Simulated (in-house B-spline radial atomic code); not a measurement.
Orbital energies and mean radii along the 6-electron series, configuration 1s2 2s2 2p1/2(2). The effective charge is n√(-2ε), a non-relativistic measure. Computed with a B-spline radial code for spherical atoms: Dirac-Hartree-Fock, jj configuration that fills j = l - 1/2 first, finite nuclei.

```csv
ion,Z,energy of 1s1/2 (Eh),mean radius of 1s1/2 (bohr),energy of 2s1/2 (Eh),mean radius of 2s1/2 (bohr),effective charge of 1s1/2
Nd54+,60,-1799.86,0.023539,-426.22,0.096448,59.998
Pm55+,61,-1865.3,0.023091,-442.44,0.094557,61.079
Sm56+,62,-1932.1,0.022657,-459.01,0.092724,62.163
Eu57+,63,-2000.3,0.022236,-475.95,0.090947,63.25
Gd58+,64,-2069.89,0.021826,-493.27,0.089222,64.341
Tb59+,65,-2140.93,0.021428,-510.97,0.087547,65.436
Dy60+,66,-2213.37,0.021042,-529.05,0.08592,66.534
Ho61+,67,-2287.29,0.020665,-547.52,0.084338,67.636
Er62+,68,-2362.68,0.020299,-566.39,0.082799,68.741
Tm63+,69,-2439.58,0.019942,-585.67,0.081302,69.851
Yb64+,70,-2517.97,0.019595,-605.35,0.079844,70.964
Lu65+,71,-2597.91,0.019256,-625.45,0.078424,72.082
Hf66+,72,-2679.43,0.018925,-645.98,0.077039,73.204
Ta67+,73,-2762.52,0.018602,-666.94,0.075689,74.331
W68+,74,-2847.23,0.018287,-688.33,0.074372,75.462
Re69+,75,-2933.57,0.01798,-710.18,0.073087,76.597
```

Task: How does the screening of 1s1/2 change?

Result: Z less the effective charge goes from 0.00 at Z = 60 to -1.60 at Z = 75.
